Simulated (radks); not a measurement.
Results of a calculation; reference values are marked as such.
Task: These are the eigenvalues of the occupied orbitals of an atom or ion with whole-number occupations (eV). Code: a radial shooting solver on a logarithmic mesh with Libxc functionals. Model: Dirac Kohn-Sham, PBE, spin-unpolarised, spherical densities, finite nucleus; Fermi nuclear charge, rms radius of each element as measured or else 0.836 A^(1/3) + 0.57 fm.

| orbital | eigenvalue |
|---|---|
| 1s1/2 | -18863.57 |
| 2s1/2 | -2694.067 |
| 2p1/2 | -2477.669 |
| 2p3/2 | -2381.901 |
| 3s1/2 | -502.7987 |
| 3p1/2 | -421.3480 |
| 3p3/2 | -405.8056 |
| 3d3/2 | -262.1005 |
| 3d5/2 | -259.2018 |
| 4s1/2 | -119.0895 |
| 4p1/2 | -95.5980 |
| 4p3/2 | -93.2229 |

Which element is it, and in what charge state? The configuration may be excited. Open shells, if any, fill j = l - 1/2 first.

Result: Z = 41, niobium, charge +5: Nb5+ in [Kr]. The list shows which subshells hold electrons but not how many an open one holds; the 1s level, -693.22 hartree, gives Z - s = 37.2 by -(Z - s)^2/2, which with screening and relativity narrows Z to a few neighbours, and the depths of the outer levels then fix element, charge and occupations together.
